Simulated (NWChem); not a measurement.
System: C₂H₅S, doublet; SMILES C[CH]S

```xyz
8

C      0.2587     1.6859    -0.0354
C     -0.5901     0.4635     0.0871
S      0.0560    -1.1600    -0.0285
H      0.6185     1.8516    -1.0655
H     -0.3079     2.5761     0.2608
H      1.1489     1.6280     0.6061
H     -1.6532     0.5091    -0.1273
H      1.2858    -0.9014     0.4719
```
Atoms are numbered in this order, from 1.

Computed with NWChem. Pople sets run with spherical d functions. Spin-unrestricted. Structure relaxed at the B3LYP/6-31G* (spherical d), spin-unrestricted level. No stability test was run on the SCF state. Total energies compare along this basis series because the functional is fixed.

```csv
level,basis functions,energy (Ha),highest occupied level (eV),"lowest empty minus highest occupied level, either spin (eV)",dipole (D)
UHF/STO-3G,24,-470.8438,-6.02,14.78,0.92
UHF/6-31G*,56,-476.1091,-8.29,12.15,1.56
UHF/6-31+G*,68,-476.1115,-8.33,10.42,1.59
UHF/6-311G**,92,-476.1590,-8.33,___,1.60
UHF/6-311++G**,109,-476.1610,-8.33,9.44,1.57
UHF/def2-TZVPD,165,-476.1768,-8.35,10.04,1.47
```

What belongs in the gaps?


- UHF/6-311G**, lowest empty minus highest occupied level, either spin (eV): 11.80
